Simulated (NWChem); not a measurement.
SiBrCl₃; SMILES Cl[Si](Cl)(Cl)Br

```xyz
5

Cl    -1.7642    -0.7548     1.1005
Si     0.0000     0.0000     0.4123
Cl     1.5358    -1.1505     1.1005
Cl     0.2284     1.9053     1.1005
Br     0.0000     0.0000    -1.7815
```
Atoms are numbered in this order, from 1.

All runs: NWChem. Pople sets run with spherical d functions. All runs use the structure optimised with PBE0/def2-SVP. Vzz is the largest principal value of the second derivative of the potential at the nucleus (NWChem prints the opposite sign); η is the asymmetry. Non-relativistic.

For level PBE/6-31G*:

```
Property        Value
--------------  -----
Vzz Cl4 (a.u.)  2.301
```

Q: How do the values read with level PBE0/cc-pVTZ instead?

A: 
- Vzz Cl4 (a.u.) = 2.185
